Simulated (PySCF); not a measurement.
**Ions at one geometry of [LuF2]+**

PySCF 2.14.0, RKS PBE0, Lu def2-SVP with ECP28, F def2-SVP; non-relativistic Hamiltonian with scalar-relativistic core potentials where named; density fitting; no spin-orbit coupling; singlets restricted, open shells unrestricted. The geometry is relaxed for charge +1, singlet, vacuum:

```xyz
3

Lu    0.0000    0.0000   -0.3121
F     1.5251    0.0000    0.7645
F    -1.5251    0.0000    0.7645
```

Energies count from the relaxed state; an electron taken off or put on is at rest in vacuum. Charges and spins are Mulliken's.

```csv
state,energy (eV),spin squared,charge on Lu1 (e),spin on Lu1 (e),dipole about the centre of mass (D)
"charge +1, singlet, vacuum",0.00,0.00,1.71,0.00,6.07
"charge 0, doublet, vacuum",-6.86,0.75,0.83,1.02,2.63
```

What does the state charge +2, doublet, vacuum give?

energy (eV) 19.23, spin squared 0.77, charge on Lu1 (e) 2.07, spin on Lu1 (e) -0.08, dipole about the centre of mass (D) 3.28.

With an electron taken off (doublet) the charges change, summed by element, by Lu +0.36 e, F +0.64 e. The vertical ionisation energy is 19.23 eV, against −ε(HOMO) = 16.39 eV of the relaxed state. The level lies 2.8 eV too high, as is usual for semilocal functionals and global hybrids, which keep a self-interaction error.

With an electron put on (doublet) the charges change, summed by element, by Lu -0.88 e, F -0.12 e. The vertical electron affinity is 6.86 eV, against −ε(LUMO) = 8.69 eV of the relaxed state.

Open shells may have lower solutions than those found.
